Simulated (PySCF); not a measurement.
## Ca⁺ (calcium, charge +1): UHF calculation

Configuration: [Ar] 4s1, 2S determinant. All numbers are calculated (PySCF 2.14, scalar relativity by spin-free X2C-1e, in Sapporo-DKH3-DZP-2012).

- Total energy: -679.425100 hartree
- One-electron energy: -925.4712 hartree
- Hartree (Coulomb) energy: 281.3875 hartree
- Exchange energy: -35.3414 hartree
- ⟨S²⟩: 0.7502
- ⟨L²⟩: 0.000
- Sum of ⟨r⟩: 16.49 bohr
- Sum of ⟨r²⟩: 31.18 bohr²
- Langevin diamagnetic susceptibility: -24.7 ×10⁻⁶ cm³/mol
- Time after the integrals: 0.04 s of wall time on 1 thread of Neoverse-V2 (shared host)

```csv
shell,electrons,mean orbital energy (eV),"rms radius, mean of both spins (bohr)"
1s α,1,-4091.5,0.0888
1s β,1,-4091.4,0.0888
2s α,1,-468.36,0.393
2s β,1,-468.24,0.393
2p α,3,-377.90,0.362
2p β,3,-377.86,0.362
3s α,1,-68.299,1.24
3s β,1,-67.989,1.24
3p α,3,-43.136,1.38
3p β,3,-43.014,1.38
4s α,1,-11.374,3.96
```

Densities and radii are taken from the X2C orbitals without a picture-change correction, which distorts them close to the nucleus.
